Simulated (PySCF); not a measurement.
Several molecules and their computed UV-vis stick spectra, shuffled. Level of theory: TDDFT B3LYP/def2-SVPD, vertical, gas phase, core orbitals frozen in the response (PySCF 2.14.0, density-fitted response routines). Geometries: PBE0-D3(BJ)/def2-SVP; one conformer of each isolated species. Triplets are in the Tamm–Dancoff approximation.

A. `C1(C(C=1)=C)CCl`
B. `COC(=O)COC(C)=O`
C. `[SiH3]O[SiH2]O[SiH2]C1CC1`
D. `C=CC[SiH](O[SiH3])O[SiH3]`

Lowest singlet levels (six at most, fewer where fewer were computed) with oscillator strengths:

1. 210 nm (f 0.001); 207 nm (f 0.001); 183 nm (f 0.003); 176 nm (f 0.018); 168 nm (f 0.041); 165 nm (f 0.009); T1 5.41 eV
2. 178 nm (f 0.002); 174 nm (f 0.012); 172 nm (f 0.010); 169 nm (f 0.002); 167 nm (f 0.001); 166 nm (f 0.003); T1 6.75 eV
3. 207 nm (f 0.042); 196 nm (f 0.090); 190 nm (f 0.087); 187 nm (f 0.018); 178 nm (f 0.005); 175 nm (f 0.013); T1 4.23 eV
4. 292 nm (f 0.021); 255 nm (f 0.002); 229 nm (f 0.005); 199 nm (f 0.001); 198 nm (f 0.001); 196 nm (f 0.025)

Question: Which spectrum belongs to which structure?

Answer: 1 = B, 2 = C, 3 = D, 4 = A.
- A: S1 at 4.25 eV, HOMO→LUMO (98%); Löwdin shares by element: HOMO carbon 88% or more; LUMO carbon 78% or more, hydrogen 8% or more; HOMO -5.93 and LUMO -0.85 eV; point group Cs.
- B: S1 at 5.92 eV, HOMO→LUMO+1 (79%), HOMO-1→LUMO+1 (12%); S1 has the pattern of n→π* at C=O; HOMO -7.92 and LUMO -0.28 eV.
- C: S1 at 6.97 eV, HOMO→LUMO (51%), HOMO-1→LUMO (37%); Löwdin shares by element: HOMO carbon 40%, oxygen 16% or more (atoms not listed hold the other 44%); LUMO silicon 42% or more, oxygen 10% or more, hydrogen 9% or more (atoms not listed hold the other 39%); HOMO -8.05 and LUMO -0.17 eV.
- D: S1 at 5.99 eV, HOMO→LUMO (69%), HOMO→LUMO+1 (28%); Löwdin shares by element: HOMO carbon 70%, silicon 8% or more (atoms not listed hold the other 22%); LUMO carbon 40% or more, silicon 16% or more (atoms not listed hold the other 43%); HOMO -7.02 and LUMO -0.44 eV.
B and D have S1 within 0.08 eV of each other; their strongest listed levels stand at 7.37 eV (f 0.041) and 6.33 eV (f 0.090).
